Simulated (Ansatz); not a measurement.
Consider the substitution at a C–Sn bond: `O[CH](F)[SnH3]` + HCl → `OC(F)Cl` + `[SnH4]`.

Isolated molecules relaxed with PBE0-D4/def2-TZVP in Ansatz; ΔE leaves out vibrations. CBS: MP2 limit from def2 TZ/QZ plus the TZ coupled-cluster correction, frozen cores. This one scheme is used for every species. Functionals use def2-TZVPP. Elements past krypton have def2 core potentials. For Sn outer-core shells are correlated without core-valence functions, which leaves a few kJ/mol of doubt a bond. One conformer a species, not always the lowest.

```
   level  ΔE (kJ/mol)
  PBE-D4         -5.5
BHLYP-D4         -7.4
```

**Question.** What does CCSD(T)/CBS give? (Best estimate.)

**Answer.** Computed: +3.2 kJ/mol. The listed levels differ from it by -8.7, -10.6 kJ/mol.

**Question.** What do rigid-rotor, harmonic-oscillator terms from PBE0-D4/def2-TZVP frequencies (298.15 K, 1 bar) make of the CCSD(T)/CBS value? (Best estimate.)

**Answer.** The calculation gave: ΔZPE = +1.8 kJ/mol, ΔH = +1.7 kJ/mol, ΔS = -12 J/(mol·K), ΔG = +5.5 kJ/mol.

Largest T1 diagnostic among the species: 0.013.

At CCSD(T), def2-SVP lies −16.5 kJ/mol from the extrapolated value and def2-TZVPP −5.6 kJ/mol. In def2-TZVPP, CCSD(T) changes the Hartree–Fock value by +16.5 kJ/mol (the triples alone add +0.3 kJ/mol) and MP2 by +17.0 kJ/mol.

CCSD(T)/CBS has its own doubt, a few kJ/mol and more with outer-core shells, so smaller differences from it don't rank the levels.
